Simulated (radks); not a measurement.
Results of a calculation; reference values are marked as such.
Problem. Numerical settings for the phosphorus ion P+, [Ne] 3s2 3p2. Code: a radial shooting solver on a logarithmic mesh with Libxc functionals. Model: Dirac Kohn-Sham, PBE, spin-unpolarised, spherical densities, finite nucleus; open shells are shared between the two j in proportion to 2j + 1; Fermi nuclear charge, rms radius 3.1889 fm. The defaults (mesh step 0.008 in ln r, mesh end at 40 bohr or more with all orbitals vanishing there, Anderson mixing 0.5 over 9 steps, residual threshold near 1e-9 with the energy settled to 1e-9 hartree or 1e-11 of itself, here a cap of 60 iterations) give E = -341.5449 hartree and 3p3/2 at -14.193 eV in 13 iterations. Run on one thread of a shared host, so times are rough (Arm Neoverse N1): 0.08 s of CPU time, 0.08 s wall, 13 iterations on 2189 mesh points. One setting is changed at a time: mesh step in ln r 0.005; mesh step in ln r 0.12; mesh step in ln r 0.2; mesh end (bohr) 1; mesh end (bohr) 8; residual threshold 1e-16; residual threshold 0.1; mixing 0.01; linear mixing, mixing 0.05; linear mixing, mixing 0.5; mixing history 2; iteration cap 5. Which runs fail to converge, and which converge to a wrong energy?

Solution. Not converged within the cap: mesh step in ln r 0.12; mesh step in ln r 0.2; residual threshold 1e-16; linear mixing, mixing 0.05; iteration cap 5. Settled on a wrong energy, with an occupied level pushed above zero by the early mesh end: mesh end (bohr) 1 (+64.5 hartree). Apart from these: no run marked as converged misses the energy by more than 1 mhartree.
